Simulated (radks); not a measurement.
The numbers below are computed, except where a source is named.
Problem. Species: the caesium ion Cs44+. Configuration: [Ne] 3s1. Level of theory: non-relativistic Kohn-Sham, PBE, spin-polarised, spherical densities, point nucleus; open shells are filled with parallel spins first (spin-orbit coupling, left out, can overturn this in heavy ions); relativity is left out, which matters for an element this heavy (a radial shooting solver on a logarithmic mesh with Libxc functionals). Some entries of the table are withheld. Estimate them.

| orbital | occ. | eigenvalue (Ry) | <r^2> (bohr^2) |
|---|---|---|---|
| 1s up | 1 | -2732.814 | 0.001019 |
| 1s down | 1 | -2732.629 | 0.001019 |
| 2s up | 1 | (1) | 0.01585 |
| 2s down | 1 | (2) | 0.01584 |
| 2p up | 3 | -568.3681 | 0.01181 |
| 2p down | 3 | -568.1504 | 0.01180 |
| 3s up | 1 | -244.1002 | 0.08569 |
| 3s down | 0 | -242.8170 | 0.08541 |

Solution. 
(1) 2s up eigenvalue (Ry): -587.3556
(2) 2s down eigenvalue (Ry): -587.0985
